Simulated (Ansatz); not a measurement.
Species: H$_{6}$SiN$_{3}$O, charge 0, multiplicity 2. SMILES: [NH][Si](N)(N)O
Coordinates optimised at B3LYP-D3(BJ)/def2-TZVP (Ansatz, a first-principles code):
```xyz
11

N      1.0542     1.1942     0.7511
Si     0.0084     0.0248    -0.0071
N     -0.7884    -0.9334     1.1651
N      1.0832    -0.8630    -0.9821
O     -1.2540     0.6683    -0.8547
H      0.5540     1.9775     1.1752
H     -1.6781    -0.6613     1.5517
H     -0.2719    -1.5409     1.7792
H      0.8220    -1.6568    -1.5411
H      2.0774    -0.7347    -0.9037
H     -1.0324     1.1378    -1.6622
```
Charge 0, spin multiplicity 2.

Wanted: atomisation energy, in kcal/mol. Set-up: dispersion terms only where a functional's name holds one; valence correlation only; non-relativistic; no spin-orbit coupling; open shells spin-unrestricted; six Cartesian d functions in 6-31G* and its kin unless marked 5d; atomisation electronic, to ground-state atoms. CBS marks a two-point X^-3 extrapolation of the correlation energy; Hartree-Fock from the larger set. First-principles rows: single points at B3LYP-D3(BJ) geometries (Ansatz).

```csv
species,coefficient,"E at MP2/6-31G* (Ansatz), Eh","E at wB97M-V/def2-TZVPD (Ansatz), Eh"
[NH][Si](N)(N)O,-1,-531.41922,-532.68524
H atom,+6,-0.49823,-0.49411
N atom,+3,-54.45701,-54.59266
O atom,+1,-74.88004,-75.07806
Si atom,+1,-288.87203,-289.35271
```

Coupled cluster (Ansatz) is a level with limits of its own, used here on species with T1 under 0.025 (0.045 for open shells) and stable references: CCSD(T)/CBS(cc-pV(T+d)Z,cc-pV(Q+d)Z). Value to compare with, CCSD(T)/CBS(cc-pV(T+d)Z,cc-pV(Q+d)Z) (Ansatz): 945.6 kcal/mol. 1 Eh = 627.5095 kcal/mol.

**Question.** Work the quantity out at each level, and compare with CCSD(T)/CBS(cc-pV(T+d)Z,cc-pV(Q+d)Z) (Ansatz).

**Answer.** 
- MP2/6-31G*: the sum of coefficient times E is 1.30674 Eh, or 819.99 kcal/mol. Result: 820.0 kcal/mol. Its difference against CCSD(T)/CBS(cc-pV(T+d)Z,cc-pV(Q+d)Z) (Ansatz) is -125.6 kcal/mol.
- wB97M-V/def2-TZVPD: the sum of coefficient times E is 1.51183 Eh, or 948.69 kcal/mol. Result: 948.7 kcal/mol. Its difference against CCSD(T)/CBS(cc-pV(T+d)Z,cc-pV(Q+d)Z) (Ansatz) is 3.1 kcal/mol.
